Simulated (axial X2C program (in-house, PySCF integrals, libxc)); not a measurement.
**Correcting the dissociation energy of SrBr for spin–orbit coupling**

A spin-free CCSD(T) curve (one-electron X2C) was computed with an axial X2C code built on PySCF integrals, basis Sr dyall-cv3z [13s12p8d5f1g], Br dyall-cv3z [8s9p6d4f1g] (cores contracted in-house), for the state M_S = 1/2, Λ = 0 (beyond evenly filled blocks: σα). It gives D0 = 3.652 eV to Sr + Br, which in a spin-free picture are the weighted means of the ground terms.

Correlated methods: 9 electrons correlated (number of frozen shells: Sr 4 s, 3 p, 1 d; Br 3 s, 2 p, 1 d), 277 virtual spin orbitals or spinors in MP2, 82 natural virtuals in coupled cluster.

Measured levels of the ground terms (NIST Handbook of Basic Atomic Spectroscopic Data), in cm⁻¹: Sr 1S: J = 0 at 0; Br 2P: J = 3/2 at 0, J = 1/2 at 3685.2.

The molecular state has Λ = 0, so it has no first-order lowering.

**Question.** How far does each ground level lie under the (2J+1)-weighted mean of its term?

**Answer.** Sr: a single level, 0; Br: (4 × 0 + 2 × 3685.2)/6 = 1228 cm⁻¹.

**Question.** Correct D0.

**Answer.** D0 = 3.652 + (0 − 1228)/8065.5 = 3.500 eV at CCSD(T) with these spin–orbit terms. The direct two-component run gives 3.509 eV; the difference holds second-order terms in the molecule, scalar two-electron terms, the gap between measured and computed atomic splittings (a 2c atom can miss part of its lowering) and, in coupled cluster, the truncation of each run.

Second-order spin–orbit effects in the molecule, which grow quickly with Z, are left out. The state is one determinant whose occupation by symmetry is held fixed; it was picked as the lowest of a PBE0 search that is not exhaustive. Dissociation energies refer to the lowest single-determinant-based atoms at the same level and basis. CCSD and (T) use frozen natural virtuals with an MP2 correction for the truncation; (T) itself is uncorrected, so its De runs slightly low. The outer-core s and p shells of the metal are frozen in the correlated rows, which leaves out core–valence correlation; for alkali and alkaline-earth bonds that tends to lengthen them. With the outer-core shells frozen, correlated bond lengths of heavy atoms tend to come out a few hundredths of an ångström too long.
